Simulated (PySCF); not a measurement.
An unknown is described by computed data only.

Formula: C10H10OS.

- 13C NMR: chemical shifts (computed TMS as zero) by class: 152.3 (1 C), 129.9 (1 C), 129.2 (1 C), 123.6 (1 C), 123.3 (2 C), 121.3 (2 C), 56.7 (1 C), 38.2 (1 C) ppm [GIAO KT2/pcSseg-1]
- 1H NMR: chemical shifts (computed TMS as zero) by class: 7.54 (2 H), 7.14 (2 H), 7.12 (1 H), 6.28 (1 H), 3.92 (1 H), 2.86 (1 H), 2.76 (1 H), 2.71 (1 H) ppm [GIAO KT2/pcSseg-1]
- UV, strongest line: among the 10 lowest singlet transitions: S3 at 5.19 eV (239 nm, f = 0.258) [TDDFT wB97X-D/def2-SVPD]
- Dipole: 4.23 D [wB97X-D/def2-SVPD]
- NMR, other nuclei: isotropic shieldings of nuclei other than C and H, by class: 204 (1 O), 133 (1 S) ppm [GIAO KT2/pcSseg-1]
- UV, first state: lowest singlet excitation: 4.61 eV (269 nm, f = 0.007) [TDDFT wB97X-D/def2-SVPD]
- Triplet: lowest triplet excitation (Tamm–Dancoff): 3.53 eV [TDA wB97X-D/def2-SVPD]
- Rotational structure: rotational constants A, B, C: 1.908, 0.538, 0.445 GHz [PBE0-D3(BJ)/def2-SVP]
- Polarisability: 139.3 au [wB97X-D/def2-SVPD]

Electronic properties: PySCF, gas phase, density fitting. Levels stand in brackets. Geometry: PBE0-D3(BJ)/def2-SVP, one conformer, isolated molecule. NMR classes are plain means over equivalent atoms (diastereotopic ones count apart unless rotation or inversion swaps them), as if these changed places fast.

**Question.** What is the compound? Reason from the data.

**Answer.** Numbering: `[O:1]=[S@:2]1[CH2:3][CH2:4][CH:5]=[C:6]1[c:7]1[cH:8][cH:9][cH:10][cH:11][cH:12]1`. 10 carbons fall into 8 classes; from least to most shielded: fully substituted alkene carbon [C6] (152.3 ppm), substituted aromatic carbon [C7] (129.9 ppm), alkene CH carbon [C5] (129.2 ppm), aromatic CH carbon [C10] (123.6 ppm), aromatic CH carbon [C9/C11] (123.3 ppm, 2 C), aromatic CH carbon [C8/C12] (121.3 ppm, 2 C), ring sp3 carbon bound to sulfur [C3] (56.7 ppm), allylic carbon [C4] (38.2 ppm). Hydrogen classes from least to most shielded: 2 H on the ortho carbons, C8/C12 (7.54 ppm, a mean of values up to 1.0 ppm apart in this geometry), 2 H on the meta carbons, C9/C11 (7.14 ppm), 1 H on the para carbon, C10 (7.12 ppm), 1 H on an alkene CH carbon, C5 (6.28 ppm), 1 H on an allylic carbon, C4 (3.92 ppm), 1 H on an allylic carbon, C4 (2.86 ppm), 1 H on an sp3 carbon bound to sulfur, C3 (2.76 ppm), 1 H on an sp3 carbon bound to sulfur, C3 (2.71 ppm). The other shieldings belong to: 204 ppm, sulfinyl oxygen [O1]; 133 ppm, sulfinyl sulfur [S2]. The optimised geometry has point group C1 and is an asymmetric top. Structure: `C1=C(c2ccccc2)[S@](CC1)=O`. The assignments are read from this structure; whether some other isomer fits the data as well wasn't checked. The mirror image fits equally.

Conformer computed: `[O:1]=[S@:2]1[CH2:3][CH2:4][CH:5]=[C:6]1[c:7]1[cH:8][cH:9][cH:10][cH:11][cH:12]1`: C5–C6–C7–C8 140°.
